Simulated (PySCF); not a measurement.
**Electron correlation in Ni⁺ (nickel, charge +1)**

[Ar] 3d8 4p1, one real determinant (an excited configuration). Calculation: PySCF 2.14, in def2-TZVPPD (6s6p4d2f1g, 67 functions); the non-relativistic Hamiltonian (point nucleus). Frozen: [Ar]; 9 electrons correlated.

| level | correlation energy (mhartree) |
| --- | --- |
| CCSD | -254.32 |
| (T) | -6.33 |
| CCSD(T) | -260.65 |

Diagnostics: T1 = 0.012, D1 = 0.0388, largest double amplitude 0.026.

The real determinant used has ⟨L²⟩ near 14 against 20 for a pure G term, so it mixes terms.

Cost of the coupled-cluster step: roughly 4 core-seconds, for 9 correlated electrons.

Iterations:

```
CC2 = 0
CCSD nocc = (np.int64(6), np.int64(3)), nmo = (58, 58)
frozen orbitals [[0, 1, 2, 3, 4, 5, 6, 7, 8], [0, 1, 2, 3, 4, 5, 6, 7, 8]]
max_cycle = 100
direct = 0
conv_tol = 1e-08
conv_tol_normt = 1e-06
diis_space = 8
diis_start_cycle = 0
Init t2, MP2 energy = -0.263461238359022
Init E_corr(UCCSD) = -0.263461238359466
cycle = 1  E_corr(UCCSD) = -0.249058404245908  dE = 0.0144028341  norm(t1,t2) = 0.0492489
cycle = 2  E_corr(UCCSD) = -0.253684183905934  dE = -0.00462577966  norm(t1,t2) = 0.0182708
cycle = 3  E_corr(UCCSD) = -0.253386980777791  dE = 0.000297203128  norm(t1,t2) = 0.00998626
cycle = 4  E_corr(UCCSD) = -0.254133424254146  dE = -0.000746443476  norm(t1,t2) = 0.00592121
cycle = 5  E_corr(UCCSD) = -0.254256433623331  dE = -0.000123009369  norm(t1,t2) = 0.00292333
cycle = 6  E_corr(UCCSD) = -0.254244119157644  dE = 1.23144657e-05  norm(t1,t2) = 0.00207689
cycle = 7  E_corr(UCCSD) = -0.25430871412783  dE = -6.45949702e-05  norm(t1,t2) = 0.00127714
cycle = 8  E_corr(UCCSD) = -0.25432729162525  dE = -1.85774974e-05  norm(t1,t2) = 0.000590534
cycle = 9  E_corr(UCCSD) = -0.254314825661525  dE = 1.24659637e-05  norm(t1,t2) = 0.000380581
cycle = 10  E_corr(UCCSD) = -0.254319792906348  dE = -4.96724482e-06  norm(t1,t2) = 0.000317628
cycle = 11  E_corr(UCCSD) = -0.254325384824034  dE = -5.59191769e-06  norm(t1,t2) = 0.000249357
cycle = 12  E_corr(UCCSD) = -0.254319738841968  dE = 5.64598207e-06  norm(t1,t2) = 0.000127549
cycle = 13  E_corr(UCCSD) = -0.254324179247649  dE = -4.44040568e-06  norm(t1,t2) = 6.91189e-05
cycle = 14  E_corr(UCCSD) = -0.254322320282097  dE = 1.85896555e-06  norm(t1,t2) = 2.40084e-05
cycle = 15  E_corr(UCCSD) = -0.254322742606419  dE = -4.22324322e-07  norm(t1,t2) = 1.1148e-05
cycle = 16  E_corr(UCCSD) = -0.254322854753019  dE = -1.121466e-07  norm(t1,t2) = 4.91645e-06
cycle = 17  E_corr(UCCSD) = -0.254322809387473  dE = 4.53655458e-08  norm(t1,t2) = 2.28015e-06
cycle = 18  E_corr(UCCSD) = -0.254322829721964  dE = -2.03344904e-08  norm(t1,t2) = 1.29793e-06
cycle = 19  E_corr(UCCSD) = -0.254322817056875  dE = 1.26650881e-08  norm(t1,t2) = 9.45012e-07
cycle = 20  E_corr(UCCSD) = -0.254322824016145  dE = -6.95927005e-09  norm(t1,t2) = 6.45205e-07
UCCSD converged
E(UCCSD) = -1506.660262987584  E_corr = -0.2543228240161455
UCCSD(T) correction = -0.00633238960094782
```

The reference is one real determinant that mixes LS terms of this configuration.
